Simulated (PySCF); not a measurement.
C4H8OSi.
Atom-mapped SMILES: `[CH3:1][O:2][C@H:3]1[CH:4]=[C:5]1[SiH3:6]` (hydrogens: H7, H8, H9 on C1; H10 on C3; H11 on C4; H12, H13, H14 on Si6)

Method: PBE0-D3(BJ)/def2-SVP geometry optimisation, gas phase (PySCF); density fitting, grid level 1; the optimiser is geomeTRIC in internal coordinates, started from a GFN2-xTB structure with every atom displaced at random (about 0.01 Å).

Step 0: E = -14182.4468 eV
```
atom  x, y, z in Å  |  force x, y, z in eV/Å
C1     -1.8209   -1.1512    0.1286   -1.380   1.611   0.104
O2     -1.7519    0.2135    0.5186    0.532  -0.112  -0.232
C3     -0.7098    0.8976   -0.1067    1.169   0.391   2.119
C4      0.1009    1.8948    0.6947   -1.366  -1.683  -1.190
C5      0.7163    0.7692    0.4402   -0.266  -0.061  -0.186
Si6     2.2090   -0.3091    0.6027   -0.679   0.273  -0.010
H7     -1.9586   -1.2116   -0.9622   -0.017  -0.275  -0.153
H8     -0.9387   -1.6876    0.4179    0.861  -0.681   0.323
H9     -2.7250   -1.5333    0.6403    0.338  -0.251  -0.218
H10    -0.8492    1.0265   -1.1602   -0.199   0.160  -1.137
H11     0.0075    2.8392    1.1654    0.179   1.011   0.554
H12     2.9482   -0.2283   -0.6547    0.413  -0.046  -0.511
H13     1.7436   -1.6842    0.8245   -0.033  -0.471   0.085
H14     3.0215    0.1537    1.7239    0.447   0.133   0.452
```

Step 1: E = -14182.6201 eV
```
atom  x, y, z in Å  |  force x, y, z in eV/Å
C1     -1.8338   -1.1209    0.0918    0.355  -0.215  -0.030
O2     -1.7142    0.1942    0.5368    0.022   0.020   0.094
C3     -0.6744    0.8861   -0.0655   -0.288   0.242  -0.383
C4      0.0128    1.9153    0.7074    0.125   0.388   0.252
C5      0.7172    0.8305    0.5092    0.212  -0.397  -0.137
Si6     2.1902   -0.2827    0.6280    0.004  -0.021   0.019
H7     -2.0130   -1.1800   -0.9997    0.009   0.006  -0.017
H8     -0.9234   -1.7266    0.3215   -0.237   0.169  -0.081
H9     -2.6844   -1.5811    0.6048   -0.134  -0.030   0.073
H10    -0.8253    0.9929   -1.1655    0.085  -0.057   0.299
H11    -0.0083    2.9010    1.1841   -0.124  -0.187  -0.140
H12     2.8644   -0.3527   -0.7061   -0.034   0.038   0.020
H13     1.7096   -1.6533    0.9719    0.011  -0.004   0.034
H14     3.1758    0.1666    1.6544   -0.005   0.047  -0.001
```

Task: Estimate the geometry and energy of step 2. (The exact step hangs on the optimiser's Hessian estimate; all steps are aligned on step 1, rigid shifts and turns removed.)

Result: E = -14182.6335 eV, largest force 0.195 eV/Å
```
atom  x, y, z in Å  |  force x, y, z in eV/Å
C1     -1.8376   -1.1217    0.0809    0.022  -0.057  -0.020
O2     -1.7045    0.1843    0.5546   -0.018   0.044   0.051
C3     -0.6788    0.8885   -0.0590   -0.064   0.042  -0.077
C4      0.0243    1.9133    0.7051    0.135  -0.014   0.140
C5      0.7210    0.8186    0.5081   -0.035  -0.084  -0.157
Si6     2.1953   -0.2878    0.6362    0.024   0.017   0.044
H7     -2.0403   -1.1524   -1.0082   -0.004   0.002   0.003
H8     -0.9311   -1.7311    0.2722   -0.029   0.036  -0.003
H9     -2.6844   -1.5888    0.6039    0.003   0.018  -0.011
H10    -0.8345    0.9913   -1.1500    0.036  -0.031   0.044
H11    -0.0064    2.8963    1.1730   -0.069  -0.003  -0.024
H12     2.8525   -0.3683   -0.7037   -0.007   0.003  -0.004
H13     1.7343   -1.6555    1.0181    0.007   0.007   0.019
H14     3.1833    0.2025    1.6420    0.000   0.019  -0.005
```

The energy changes by -0.0134 eV. The first-order estimate −F·Δx gives -0.0210 eV and the mean of the old and new forces, exact on a quadratic surface, -0.0133 eV. The step makes an angle of 79° with the force vector and moves no atom by more than 0.052 Å.

What follows is the cost of the whole optimisation. On AMD EPYC 9R45, one thread, shared host with 96 logical CPUs at a one-minute load of 31, this took 43 s of wall time and 0.51 GiB of memory at its peak.
